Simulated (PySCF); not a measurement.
## Electron correlation in Gd (gadolinium, neutral)

[Xe] 4f6 5d2 6s2, one real determinant (an excited configuration). Calculation: PySCF 2.14, in x2c-TZVPPall; scalar relativity by spin-free X2C-1e. Frozen: [Kr] 4d10; 18 electrons correlated.

MP2 pair energies summed by pair of shells (mhartree):

| pair | energy | share (%) |
| --- | --- | --- |
| 4f-5p | -97.24 | 20.2 |
| 5p-5p | -95.89 | 19.9 |
| 4f-4f | -78.29 | 16.2 |
| 5p-5d | -51.30 | 10.6 |
| 5s-5p | -30.17 | 6.3 |
| 5p-6s | -28.61 | 5.9 |
| 4f-5s | -23.25 | 4.8 |
| 4f-5d | -18.63 | 3.9 |
| 5d-6s | -18.41 | 3.8 |
| 6s-6s | -17.26 | 3.6 |
| 4f-6s | -6.94 | 1.4 |
| 5s-5d | -6.53 | 1.4 |
| 5s-5s | -5.45 | 1.1 |
| 5d-5d | -3.04 | 0.6 |
| 5s-6s | -1.54 | 0.3 |

Total MP2 correlation energy: -482.53 mhartree.

Same-spin part -216.85 and opposite-spin part -265.68 mhartree; SCS-MP2 scales them by 1/3 and 6/5 to -391.10 mhartree.

The reference is one real determinant that mixes LS terms of this configuration.
